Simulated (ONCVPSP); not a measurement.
**Transferability test, ONCV potential for beryllium**

Be (Z = 4), optimised norm-conserving Vanderbilt (ONCV), made with ONCVPSP 4.0.1 (PBE, fully relativistic). Core [He], reference 2s2. Waves: 2s: rc 1.85 bohr, ncon 4, nbas 8, qcut 3.8 1/bohr, 2 projectors, debl 1.2 Ha; p scattering state at 0.4 Ha: rc 1.60 bohr, ncon 4, nbas 7, qcut 4.3 1/bohr, 2 projectors, debl 0.6 Ha; d scattering state at 0.33 Ha: rc 1.80 bohr, ncon 4, nbas 7, qcut 5.5 1/bohr, 2 projectors, debl 3.1 Ha. Local part: polynomial inside 1.05 bohr (lpopt 4, dvloc0 6 Ha). Core correction: none.

Open shells are filled in proportion to 2j + 1.

In the p channel the program set the typed energies aside and used 0.050, 0.650 Ha (j = l + 1/2; the other j can differ).

Energies are relative to the spin-unpolarised reference configuration 2s2; without spin polarisation the order of configurations can differ from experiment. Not all tests gave a result: 1 of 4 tests not solved or not reliable.

```
valence configuration  charge  ΔE all-electron (eV)  error AE − PS (meV)
                  2s1      +1                 9.551                 +8.7
                2s1.5    +0.5                 3.761                 +1.0
              2s1 2p1       0                 3.612                 +3.3
```
